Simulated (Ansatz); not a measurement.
```yaml
crystal:
  periodic: [false, false, false]
  atoms:
    - {symbol: C, position_ang: [1.098281, -2.489909, 0.349302]}
    - {symbol: C, position_ang: [1.841653, -1.480002, -0.304571]}
    - {symbol: C, position_ang: [1.272851, -0.246115, -0.467259]}
    - {symbol: C, position_ang: [-0.024652, -0.031871, 0.021143]}
    - {symbol: C, position_ang: [-0.477095, 1.274849, -0.214933]}
    - {symbol: C, position_ang: [-1.730418, 1.623805, 0.209202]}
    - {symbol: C, position_ang: [-2.519254, 0.652915, 0.868879]}
    - {symbol: C, position_ang: [-2.074705, -0.626384, 1.099797]}
    - {symbol: C, position_ang: [-0.785121, -1.014985, 0.673091]}
    - {symbol: C, position_ang: [-0.172566, -2.278822, 0.826735]}
    - {symbol: C, position_ang: [0.604380, 2.040697, -0.931340]}
    - {symbol: C, position_ang: [1.768330, 1.026681, -1.102744]}
    - {symbol: H, position_ang: [1.552012, -3.466809, 0.476680]}
    - {symbol: H, position_ang: [2.841697, -1.698262, -0.663417]}
    - {symbol: H, position_ang: [-2.128321, 2.620498, 0.051812]}
    - {symbol: H, position_ang: [-3.512224, 0.932702, 1.203783]}
    - {symbol: H, position_ang: [-2.712176, -1.340561, 1.609864]}
    - {symbol: H, position_ang: [-0.708252, -3.081282, 1.322402]}
    - {symbol: H, position_ang: [0.916699, 2.915665, -0.354921]}
    - {symbol: H, position_ang: [0.252149, 2.414533, -1.896443]}
    - {symbol: H, position_ang: [2.683308, 1.380354, -0.620069]}
    - {symbol: H, position_ang: [2.013415, 0.872303, -2.157008]}
basis:
  gaussian: {orbitals: "6-31G*"}
magnetization: {spin_polarized: true, initial_magnetization: 1}
hamiltonian: {xc: {name: B3LYP5}}
output: {forces: true}
```

```sh
$ ansatz run in.yaml --threads 4 --pin off --events-out ev --progress --plain --max-ram 66560MiB --backend cpu
```

(1) How does Ansatz answer? (Best estimate.)

Results:

(1) The calculation gave: The program refused the input.
```
Error: a molecule whose nuclei and cores have a total charge of 82 cannot have a net charge of 0 together with 1 unpaired electrons
```

B3LYP here is the variant with VWN-RPA as its local correlation; programs differ in this.
